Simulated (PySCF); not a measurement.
Correlation energy of Cl (chlorine, neutral)

[Ne] 3s2 3p5, 2P determinant. Calculation: PySCF 2.14, in cc-pVDZ-DK (4s3p1d, 18 functions); scalar relativity by spin-free X2C-1e. Frozen: [Ne]; 7 electrons correlated.

MP2 pair energies summed by pair of shells (mhartree):

| pair | energy | share (%) |
| --- | --- | --- |
| 3p-3p | -72.13 | 65.6 |
| 3s-3p | -30.73 | 28.0 |
| 3s-3s | -7.01 | 6.4 |

Total MP2 correlation energy: -109.87 mhartree.

Same-spin part -27.67 and opposite-spin part -82.20 mhartree; SCS-MP2 scales them by 1/3 and 6/5 to -107.86 mhartree.

```
  level  correlation energy (mhartree)
   CCSD                        -126.61
    (T)                          -1.15
CCSD(T)                        -127.76
```

Diagnostics: T1 = 0.0049, D1 = 0.0172, largest double amplitude 0.050.

Cost of the coupled-cluster step: 0.17 s of wall time on 1 thread of Intel(R) Xeon(R) Platinum 8488C (shared host), for 7 correlated electrons.
